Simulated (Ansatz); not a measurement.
Relaxation of C$_{3}$H$_{8}$OSi (13 atoms, charge 0, multiplicity 1), to a largest force component of 0.015 eV/Å in at most 40 steps.

These are results of RKS PBE/def2-SVP in Ansatz 0.2.0, not measurements.

```xyz
13
Properties=species:S:1:pos:R:3:forces:R:3
C -1.267 0.773 0.531 -3.55 2.84 1.07
C -0.427 -0.019 -0.045 2.88 -2.57 -1.65
C -0.756 -0.756 -1.333 1.94 0.35 1.42
Si 1.333 -0.331 0.695 -2.73 -0.99 0.21
O 1.891 1.051 1.312 0.58 3.25 0.37
H -2.291 1.005 0.070 0.89 -0.33 0.42
H -1.085 1.353 1.449 0.23 -0.07 0.16
H -0.638 -1.824 -1.171 -0.12 -0.84 -0.04
H -1.723 -0.510 -1.651 -2.11 0.33 -0.88
H -0.011 -0.484 -2.084 0.25 0.10 -0.60
H 2.164 -0.827 -0.338 1.12 -0.78 -1.37
H 1.169 -1.348 1.787 0.26 0.00 0.09
H 1.660 1.883 0.794 0.35 -1.29 0.80
```

Question: Where does it end, and by what steps?

Answer: The forces met the threshold. After 15 steps the energy has fallen by 0.540 eV; H13 moved furthest, 0.59 Å.

| step | energy less start (eV) | largest force component (eV/Å) | accepted |
| --- | --- | --- | --- |
| 0 | 0.0000 | 3.546 | yes |
| 1 | -0.4054 | 1.421 | yes |
| 2 | -0.4340 | 0.859 | yes |
| 3 | -0.5094 | 0.241 | yes |
| 4 | -0.5221 | 0.245 | yes |
| 5 | -0.5284 | 0.107 | yes |
| 6 | -0.5325 | 0.189 | yes |
| 7 | -0.5352 | 0.220 | yes |
| 8 | -0.5371 | 0.257 | yes |
| 9 | -0.5378 | 0.220 | yes |
| 10 | -0.5362 | 0.161 | no |
| 11 | -0.5395 | 0.083 | yes |
| 12 | -0.5396 | 0.047 | yes |
| 13 | -0.5398 | 0.020 | yes |
| 14 | -0.5399 | 0.015 | yes |
| 15 | -0.5399 | 0.008 | yes |

```xyz
13
Properties=species:S:1:pos:R:3
C -1.208 0.961 0.359
C -0.417 -0.014 -0.138
C -0.842 -0.919 -1.267
Si 1.298 -0.253 0.621
O 1.653 0.948 1.752
H -2.221 1.154 -0.042
H -0.875 1.600 1.195
H -0.832 -1.987 -0.958
H -1.864 -0.681 -1.628
H -0.146 -0.844 -2.131
H 2.316 -0.286 -0.498
H 1.378 -1.547 1.378
H 1.781 1.834 1.371
```

Whether the end is a true minimum wasn't checked by a vibrational analysis.

Run time: 38 s on 2 threads of Arm Neoverse V1, on a shared host, peak memory 0.15 GiB.
